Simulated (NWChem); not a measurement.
System: C3H3Cl; SMILES C(Cl)=C=C

NWChem input:

```
start job
memory heap 200 mb stack 900 mb global 1100 mb
geometry units angstroms noautoz
  C      0.367344     2.310989     0.000000
  C     -0.162755     1.116334     0.000000
  C     -0.711296    -0.070776     0.000000
  Cl     0.205293    -1.544373     0.000000
  H      0.598269     2.831072    -0.936595
  H      0.598269     2.831072     0.936595
  H     -1.794637    -0.220294     0.000000
end
basis spherical
  * library def2-tzvp
end
dft
  xc hfexch
  iterations 150
  mulliken
end
task dft energy
```

NWChem printed, in part:

```
             Northwest Computational Chemistry Package (NWChem) 7.3.0
             --------------------------------------------------------

 CS  symmetry detected

                             Geometry "geometry" -> ""
                             -------------------------

 Output coordinates in angstroms (scale by  1.889725989 to convert to a.u.)

  No.       Tag          Charge          X              Y              Z
 ---- ---------------- ---------- -------------- -------------- --------------
    1 C                    6.0000     0.35151619     2.33176515     0.00000000
    2 C                    6.0000    -0.16844786     1.13266427     0.00000000
    3 C                    6.0000    -0.70691713    -0.05904803     0.00000000
    4 Cl                  17.0000     0.22211694    -1.52483083     0.00000000
    5 H                    1.0000     0.57802901     2.85378490    -0.93659500
    6 H                    1.0000     0.57802901     2.85378490     0.93659500
    7 H                    1.0000    -1.78895322    -0.21773405     0.00000000

 Effective nuclear repulsion energy (a.u.)     126.0180037362

      Symmetry information
      --------------------

 Group name             Cs
 Group number              2
 Group order               2
 No. of unique centers     6

  xc_inp: hfexch multiplicative factor not found.

                                 NWChem DFT Module
                                 -----------------

 Summary of "ao basis" -> "ao basis" (spherical)
 ------------------------------------------------------------------------------
       Tag                 Description            Shells   Functions and Types
 ---------------- ------------------------------  ------  ---------------------
 C                         def2-tzvp                11       31   5s3p2d1f
 Cl                        def2-tzvp                13       37   5s5p2d1f
 H                         def2-tzvp                 4        6   3s1p

      Symmetry analysis of basis
      --------------------------

        a'         99
        a"         49

            General Information
            -------------------
          SCF calculation type: DFT
          Wavefunction type:  closed shell.
          No. of atoms     :     7
          No. of electrons :    38
           Alpha electrons :    19
            Beta electrons :    19
          Charge           :     0
          Spin multiplicity:     1
          Use of symmetry is: on ; symmetry adaption is: on
          Maximum number of iterations: 150
          AO basis - number of functions:   148
                     number of shells:    58
          Convergence on energy requested:  1.00D-06
          Convergence on density requested:  1.00D-05
          Convergence on gradient requested:  5.00D-04

              XC Information
              --------------
                     Hartree-Fock (Exact) Exchange  1.000

      Superposition of Atomic Density Guess
      -------------------------------------

 Sum of atomic energies:        -573.99110081

      Non-variational initial energy
      ------------------------------

 Total energy =    -575.901555
 1-e energy   =   -1037.614057
 2-e energy   =     335.694498
 HOMO         =      -0.272842
 LUMO         =      -0.023084

      Symmetry analysis of molecular orbitals - initial
      -------------------------------------------------

  Numbering of irreducible representations:

     1 a'          2 a"

  Orbital symmetries:

     1 a'          2 a'          3 a'          4 a'          5 a'
     6 a'          7 a'          8 a"          9 a'         10 a'
    11 a'         12 a'         13 a'         14 a"         15 a'
    16 a"         17 a'         18 a'         19 a"         20 a'
    21 a"         22 a'         23 a'         24 a'         25 a"
    26 a'         27 a'         28 a'         29 a'

     ---------------------------------------------
      Total Density - Mulliken Population Analysis
     ---------------------------------------------

    Atom       Charge   Shell Charges
 -----------   ------   -------------------------------------------------------
    1 C    6     6.38   0.86  1.12  0.56  0.67  0.12  1.22  1.31  0.47  0.01  0.03  0.00
    2 C    6     5.95   0.86  1.12  0.60  0.51  0.07  1.19  1.27  0.28  0.02  0.04  0.02
    3 C    6     6.04   0.86  1.12  0.53  0.62  0.12  1.08  1.24  0.36  0.02  0.08  0.01
    4 Cl  17    17.17   2.01  0.45  1.52  1.11  0.82  4.19  1.69  1.09  2.84  1.42  0.01  0.03  0.00
    5 H    1     0.82   0.23  0.44  0.13  0.02
    6 H    1     0.82   0.23  0.44  0.13  0.02
    7 H    1     0.82   0.23  0.44  0.12  0.02

   convergence    iter        energy       DeltaE   RMS-Dens  Diis-err
 ---------------- ----- ----------------- --------- --------- ---------
 d= 0,ls=0.0,diis     1   -574.7815894295 -7.01D+02  3.33D-03  2.51D-01
 d= 0,ls=0.0,diis     2   -574.8219300699 -4.03D-02  1.29D-03  5.73D-02
 d= 0,ls=0.0,diis     3   -574.8289538590 -7.02D-03  5.52D-04  7.62D-03
 d= 0,ls=0.0,diis     4   -574.8303902214 -1.44D-03  1.30D-04  2.27D-04
 d= 0,ls=0.0,diis     5   -574.8304429944 -5.28D-05  6.76D-05  3.42D-05
  Resetting Diis
 d= 0,ls=0.0,diis     6   -574.8304531506 -1.02D-05  2.37D-05  3.84D-06
 d= 0,ls=0.0,diis     7   -574.8304544849 -1.33D-06  4.73D-06  4.81D-07
 d= 0,ls=0.0,diis     8   -574.8304545951 -1.10D-07  1.96D-06  1.46D-07

         Total DFT energy =     -574.830454595084
      One electron energy =    -1039.980506473565
           Coulomb energy =      383.236304626280
    Exchange-Corr. energy =      -44.104256484029
 Nuclear repulsion energy =      126.018003736230

 Numeric. integr. density =        0.000000000000

                  Occupations of the irreducible representations
                  ----------------------------------------------

                     irrep           alpha         beta
                     --------     --------     --------
                     a'               15.0         15.0
                     a"                4.0          4.0

                       DFT Final Molecular Orbital Analysis
                       ------------------------------------

 Vector   17  Occ=2.000000D+00  E=-4.556797D-01  Symmetry=a'
              MO Center=  1.1D-01, -1.4D+00, -7.1D-17, r^2= 1.5D+00
   Bfn.  Coefficient  Atom+Function         Bfn.  Coefficient  Atom+Function
  ----- ------------  ---------------      ----- ------------  ---------------
   108      0.469654  4 Cl px               111      0.315273  4 Cl px
   109      0.255810  4 Cl py               105      0.221139  4 Cl px
   112      0.175673  4 Cl py                99     -0.172000  4 Cl px
   106      0.119286  4 Cl py               144      0.099974  7 H  s
   100     -0.092824  4 Cl py               102     -0.088293  4 Cl px

 Vector   18  Occ=2.000000D+00  E=-3.987962D-01  Symmetry=a'
              MO Center=  6.0D-02,  1.5D+00,  1.8D-16, r^2= 2.3D+00
   Bfn.  Coefficient  Atom+Function         Bfn.  Coefficient  Atom+Function
  ----- ------------  ---------------      ----- ------------  ---------------
     6      0.252359  1 C  px                 9      0.243469  1 C  px
    37      0.235978  2 C  px                40      0.231018  2 C  px
    12      0.151861  1 C  px               109     -0.142448  4 Cl py
    43      0.115787  2 C  px                10     -0.113341  1 C  py
     7     -0.108723  1 C  py                38     -0.104311  2 C  py

 Vector   19  Occ=2.000000D+00  E=-3.675883D-01  Symmetry=a"
              MO Center= -1.9D-01,  1.1D-01, -3.5D-16, r^2= 3.0D+00
   Bfn.  Coefficient  Atom+Function         Bfn.  Coefficient  Atom+Function
  ----- ------------  ---------------      ----- ------------  ---------------
   110      0.303669  4 Cl pz               113      0.259253  4 Cl pz
    70     -0.242670  3 C  pz                73     -0.242162  3 C  pz
    39     -0.234195  2 C  pz                42     -0.228655  2 C  pz
    45     -0.149531  2 C  pz               107      0.147788  4 Cl pz
    76     -0.145533  3 C  pz               101     -0.111761  4 Cl pz

 Vector   20  Occ=0.000000D+00  E= 1.157086D-01  Symmetry=a'
              MO Center=  1.3D-02,  1.1D+00,  4.2D-16, r^2= 4.7D+00
   Bfn.  Coefficient  Atom+Function         Bfn.  Coefficient  Atom+Function
  ----- ------------  ---------------      ----- ------------  ---------------
    12      0.706969  1 C  px                43     -0.468308  2 C  px
    98      0.448570  4 Cl s                 44      0.445472  2 C  py
   145     -0.423298  7 H  s                112      0.418191  4 Cl py
    75      0.321701  3 C  py                67      0.289147  3 C  s
    13     -0.252134  1 C  py                37     -0.219997  2 C  px

 Vector   21  Occ=0.000000D+00  E= 1.383607D-01  Symmetry=a"
              MO Center= -1.6D-01,  1.1D+00,  1.1D-13, r^2= 4.7D+00
   Bfn.  Coefficient  Atom+Function         Bfn.  Coefficient  Atom+Function
  ----- ------------  ---------------      ----- ------------  ---------------
   133      1.030882  5 H  s                139     -1.030882  6 H  s
    76     -0.733715  3 C  pz                14      0.582837  1 C  pz
    45      0.559804  2 C  pz               113      0.266189  4 Cl pz
    39      0.254993  2 C  pz                70     -0.233071  3 C  pz
    42      0.224349  2 C  pz                73     -0.205229  3 C  pz

 Vector   22  Occ=0.000000D+00  E= 1.599935D-01  Symmetry=a'
              MO Center= -5.0D-01,  1.5D+00, -9.4D-14, r^2= 8.4D+00
   Bfn.  Coefficient  Atom+Function         Bfn.  Coefficient  Atom+Function
  ----- ------------  ---------------      ----- ------------  ---------------
    35     -2.133388  2 C  s                  5      2.106820  1 C  s
   145     -1.952884  7 H  s                  4      1.532013  1 C  s
    66      1.496167  3 C  s                133     -1.383270  5 H  s
   139     -1.383270  6 H  s                 74     -1.007351  3 C  px
    67      0.912199  3 C  s                 10     -0.801975  1 C  py

[...]
```

Level: Hartree-Fock/def2-TZVP. Structure relaxed at the PBE0/def2-SVP level.
